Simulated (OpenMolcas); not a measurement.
## Co7+: the spin-orbit constant, Racah parameters, worked from levels

```json
{
  "Program": "OpenMolcas",
  "Basis": "ANO-RCC-VTZP [6s5p3d2f1g]",
  "Scalar Hamiltonian": "DKH2, point nucleus",
  "Active space": "2 electrons in 5 orbitals (3d)",
  "State averaging": "2S+1 = 3 even, 10 roots; 2S+1 = 1 even, 15 roots",
  "Spin-orbit coupling": "RASSI with atomic mean-field integrals over the reference wave functions, term energies averaged over their components"
}
```

Methods: CASSCF; SS-CASPT2, IPEA 0.25 Eh, imaginary shift 0.1 Eh (closed shells correlated: 3s 3p). Measured levels: Sugar and Corliss, J. Phys. Chem. Ref. Data 10, 1097 (1981).

**The spin-orbit constant.** For the Hund term 3F of d2, E(J) = (A/2) J(J+1) + constant and ζ = 2S·A = 2A. From J = 2 to J = 4 the energy changes by 7 A.

```tsv
Source	E(4) - E(2)	A	ζ
CASSCF	3070.2	438.6	877
SS-CASPT2	3081.7	440.2	880
measured	3144.0	449.1	898
```

All in cm-1. SS-CASPT2 is off by -2.0 % and CASSCF by -2.3 %. Both methods take the spin-orbit matrix elements from the reference wave functions, so the second can move ζ only through the term energies and any multistate remixing. Second-order mixing with other terms is absorbed into this ζ.

**Racah parameters.** Above 3F, d2 has 3P at 15B, 1G at 12B + 2C and 1D at 5B + 2C. The first two fix B and C, and the third tests them; where it misses by thousands of cm-1, two parameters do not describe the configuration (Trees and configuration-interaction terms are left out) and B and C hang on the terms chosen. Term energies are centres of gravity, weighted by 2J + 1.

```tsv
Source	3P	1G	B	C	C/B	1D from B, C	1D found
CASSCF	25823	33531	1722	6436	3.74	21482	21354
SS-CASPT2	22246	31087	1483	6645	4.48	20705	17880
measured	21631	30536	1442	6616	4.59	20442	17800
```

Energies in cm-1. From CASSCF to SS-CASPT2, B changes by -13.9 % and C by +3.2 %. Against the measured terms, SS-CASPT2 has B off by +2.8 % and C by +0.4 %.

CASPT2 does not keep the components of a term degenerate, so their means are used; among the terms shown or strongly mixed into the levels shown the widest spread is 760 cm-1 (3d2 3F, SS-CASPT2). Without dynamic correlation excited terms often stand tens of per cent too high (terms of higher spin than the ground term too low), and those without a measured partner can miss by more than the paired ones (holds for CASSCF). Measured partners are found by configuration, term and J. A level has none where our copy of the source lacks it or the pairing is in doubt (some pairs that miss far off the trend of their configuration count as doubtful), and it then counts in no deviation. Only configurations of the active space appear.
